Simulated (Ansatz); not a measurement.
Reaction (redistribution): `C[SiH](C)[NH][AlH2]` + `BNB` → `B[NH][AlH2]` + `BN[SiH](C)C`

Gas-phase electronic energies from Ansatz, PBE0-D4/def2-TZVP geometries. CBS: MP2 limit from def2 TZ/QZ plus the TZ coupled-cluster correction, frozen cores. DFT in def2-TZVPP. B3LYP here is the variant with VWN-RPA as its local correlation; programs differ in this. Each species was taken in one conformer, which may not be the lowest.

| level | ΔE (kJ/mol) | difference from CCSD(T)/CBS |
| --- | --- | --- |
| PBE-D4 | -17.0 | -4.2 |
| r2SCAN-D4 | -14.7 | -1.9 |
| PBE0-D4 | -14.6 | -1.8 |
| B3LYP-D4 | -13.9 | -1.1 |
| ωB97X-V | -13.5 | -0.7 |
| ωB97M-V | -14.5 | -1.7 |
| B2PLYP | -13.1 | -0.3 |
| PBE | -16.8 | -4.0 |
| r2SCAN | -14.8 | -2.0 |
| PBE0 | -14.6 | -1.8 |
| B3LYP | -13.6 | -0.8 |
| HF/def2-TZVPP | -5.7 | 7.1 |
| MP2/def2-TZVPP | -12.8 | 0.0 |
| SCS-MP2/def2-TZVPP | -11.8 | 1.0 |
| CCSD/def2-TZVPP | -12.7 | 0.1 |
| CCSD(T)/def2-TZVPP | -13.8 | -1.0 |
| HF/def2-QZVPP | -5.2 | 7.6 |
| MP2/def2-QZVPP | -12.1 | 0.7 |
| SCS-MP2/def2-QZVPP | -11.1 | 1.7 |
| HF/CBS(def2) | -5.1 | 7.7 |
| MP2/CBS(def2) | -11.9 | 0.9 |
| CCSD/CBS(def2) | -11.7 | 1.1 |
| CCSD(T)/CBS | -12.8 | 0 |

Largest T1 diagnostic among the species: 0.012.

In def2-TZVPP, CCSD(T) changes the Hartree–Fock value by −8.1 kJ/mol (the triples alone add −1.1 kJ/mol) and MP2 by −7.1 kJ/mol.
